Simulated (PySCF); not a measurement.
**A run, input to output**

The script drives PySCF SCF with an in-house response code with single-precision fitted integrals, so total energies wander by about 1e-6 Eh between cycles (the fitting error itself is about 1e-3 Eh and cancels in differences); atoms count from 0. Pop asks for populations, which are stored and not printed; scf holds typed SCF options (damp: damping in the first 6 cycles, aux: fitting basis, conv: energy tolerance).

Job and coordinates (Å):

```
{"job": {"kind": "nmr", "basis": "6-31G**", "pop": false, "xc": "B3LYP", "scf": {"aux": "def2-universal-jkfit"}}, "charge": 0, "multiplicity": 1}
C      2.043318     2.628235     0.899157
S      2.366352     2.100817    -0.794255
O      1.260057     2.477631    -1.637762
O      3.676356     2.548039    -1.175344
C      2.409561     0.298154    -0.723532
C      3.623092    -0.346172    -0.598472
C      3.677166    -1.733036    -0.553552
C      2.505037    -2.461665    -0.680996
C      1.295486    -1.809166    -0.834501
C      1.224128    -0.422471    -0.828587
S     -0.280146     0.474637    -0.938171
C     -1.395778    -0.565512    -0.049505
C     -2.347912     0.054892     0.754697
S     -2.249767     1.831658     1.071872
C     -2.452429     2.708065    -0.500547
O     -3.356089     2.168997     1.923186
O     -0.927368     2.073606     1.595483
C     -3.270831    -0.686839     1.463924
C     -3.253093    -2.073758     1.397353
C     -2.296104    -2.704206     0.618784
C     -1.392523    -1.950826    -0.107915
S     -0.194970    -2.740782    -1.176199
O     -0.014235    -4.104460    -0.768724
O     -0.571319    -2.482962    -2.536047
H      2.169339     3.703987     0.926867
H      2.772936     2.148951     1.538905
H      1.026986     2.363813     1.174986
H      4.513785     0.260778    -0.550786
H      4.623542    -2.237833    -0.443409
H      2.498787    -3.540676    -0.684434
H     -1.486253     2.835379    -0.974086
H     -3.122088     2.124029    -1.118708
H     -2.901418     3.666717    -0.268277
H     -3.980802    -0.154112     2.077322
H     -3.969467    -2.653356     1.956825
H     -2.229687    -3.778799     0.549127
```

Command:

```bash
OMP_NUM_THREADS=2 python large_run.py task.json out
```

Problem. What does the program print?

Solution. 
```
final grid: 300686 points
cycle   1  E = -2583.7467088803  dE =  6.933e+00  |g| = 2.059e+00  |ddm| = 7.245e+00
cycle   2  E = -2580.3216896504  dE =  3.425e+00  |g| = 4.636e+00  |ddm| = 7.890e+00
cycle   3  E = -2584.4995894253  dE = -4.178e+00  |g| = 5.182e-01  |ddm| = 6.374e+00
cycle   4  E = -2584.5473809183  dE = -4.779e-02  |g| = 3.190e-01  |ddm| = 1.077e+00
cycle   5  E = -2584.5705089346  dE = -2.313e-02  |g| = 1.204e-01  |ddm| = 4.626e-01
cycle   6  E = -2584.5740236354  dE = -3.515e-03  |g| = 2.484e-02  |ddm| = 1.443e-01
cycle   7  E = -2584.5741509019  dE = -1.273e-04  |g| = 1.036e-02  |ddm| = 4.180e-02
cycle   8  E = -2584.5741704809  dE = -1.958e-05  |g| = 3.134e-03  |ddm| = 1.314e-02
cycle   9  E = -2584.5741718200  dE = -1.339e-06  |g| = 8.165e-04  |ddm| = 4.621e-03
cycle  10  E = -2584.5741722139  dE = -3.939e-07  |g| = 3.091e-04  |ddm| = 1.319e-03
cycle  11  E = -2584.5741720294  dE =  1.845e-07  |g| = 1.343e-04  |ddm| = 4.650e-04
cycle  12  E = -2584.5741727137  dE = -6.843e-07  |g| = 3.711e-05  |ddm| = 2.113e-04
converged SCF energy = -2584.5741727137

GIAO shielding tensors (ppm)
atom      isotropic    diamagn.    paramagn.     s11        s22        s33       span
  0 C      149.342     261.242    -111.900    122.636    130.095    195.296     72.659
  1 S      254.950    1049.273    -794.324    101.523    249.483    413.842    312.319
  2 O      134.412     407.900    -273.488     89.634     99.628    213.975    124.340
  3 O      152.640     388.071    -235.431    105.508    140.578    211.834    106.325
  4 C       54.921     275.431    -220.510     -4.676     35.927    133.513    138.189
  5 C       68.512     259.822    -191.310    -18.352     40.430    183.458    201.811
  6 C       73.461     257.965    -184.503    -17.877     53.490    184.771    202.648
  7 C       70.631     260.090    -189.459    -18.320     42.045    188.169    206.489
  8 C       58.380     278.401    -220.020     -6.105     34.797    146.448    152.553
  9 C       59.054     275.577    -216.523      1.760     16.444    158.958    157.198
 10 S      463.457    1074.554    -611.097    331.390    519.688    539.293    207.903
 11 C       59.041     278.294    -219.253      1.948     14.495    160.679    158.731
 12 C       52.787     277.298    -224.511     -7.345     33.513    132.192    139.537
 13 S      260.106    1051.498    -791.392    103.702    265.529    411.087    307.385
 14 C      145.561     260.084    -114.524    110.626    131.314    194.742     84.116
 15 O      155.324     390.426    -235.101    109.415    143.727    212.831    103.416
 16 O      140.455     409.944    -269.488     89.828    146.977    184.561     94.732
 17 C       70.659     259.164    -188.505    -15.198     40.105    187.071    202.269
 18 C       73.080     258.220    -185.139    -18.699     53.546    184.394    203.093
 19 C       70.893     260.489    -189.596    -18.091     42.349    188.420    206.510
 20 C       55.659     278.910    -223.251     -9.175     33.158    142.994    152.169
 21 S      279.057    1054.338    -775.281    119.181    271.590    446.400    327.219
 22 O      184.733     393.762    -209.028    133.043    147.088    274.070    141.027
 23 O      150.570     397.787    -247.217    122.314    143.249    186.147     63.833
 24 H       29.313      30.160      -0.847     25.343     28.154     34.441      9.097
 25 H       30.008      34.918      -4.910     26.649     28.757     34.618      7.968
 26 H       26.878      38.005     -11.127     19.349     25.721     35.564     16.215
 27 H       23.944      30.648      -6.704     18.940     23.423     29.467     10.527
 28 H       24.352      26.414      -2.063     19.876     25.932     27.247      7.371
 29 H       23.838      30.761      -6.923     18.411     23.352     29.753     11.342
 30 H       27.765      36.511      -8.746     22.741     28.868     31.686      8.945
 31 H       29.175      33.182      -4.008     26.613     27.637     33.274      6.660
 32 H       28.904      28.501       0.403     24.883     27.454     34.376      9.493
 33 H       23.852      31.219      -7.367     18.431     23.484     29.641     11.209
 34 H       24.306      26.487      -2.182     19.838     25.828     27.251      7.413
 35 H       23.836      30.686      -6.850     18.497     23.361     29.651     11.154
```

The run took 87 s of wall time on 2 threads of Arm Neoverse V2 (shared host), peak memory 2.1 GiB.
